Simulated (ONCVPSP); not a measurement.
Configuration tests for I (ONCV)

- Element: iodine
- Generator: ONCVPSP 4.0.1
- Type: optimised norm-conserving Vanderbilt (ONCV)
- Functional: PBEsol
- Relativity: scalar-relativistic
- Frozen core: [Kr] 4d10
- Valence charge: 7
- Reference configuration: 5s2 5p5
- Partial waves: 5s: rc 1.70 bohr, ncon 3, nbas 8, qcut 3.1 1/bohr, 2 projectors, debl 3.8 Ha; 5p: rc 2.00 bohr, ncon 4, nbas 8, qcut 4.1 1/bohr, 2 projectors, debl 3.1 Ha
- Local potential: polynomial inside 1.40 bohr (lpopt 1, dvloc0 3 Ha)
- Core correction: none

Energies are relative to the spin-unpolarised reference configuration 5s2 5p5; without spin polarisation the order of configurations can differ from experiment.

Give the all-electron excitation energy and the error of the potential for: 5s2 5p4; 5s2 5p3; 5s2 5p2; 5s2 5p4.5.

```csv
valence configuration,charge,ΔE all-electron (eV),error AE − PS (meV)
5s2 5p4,+1,11.151,-5.5
5s2 5p3,+2,31.035,-21
5s2 5p2,+3,60.421,-47
5s2 5p4.5,+0.5,4.540,-1.8
```

Note: no bound ghost flagged; GHOST(+) flagged for s at 106.9 eV.
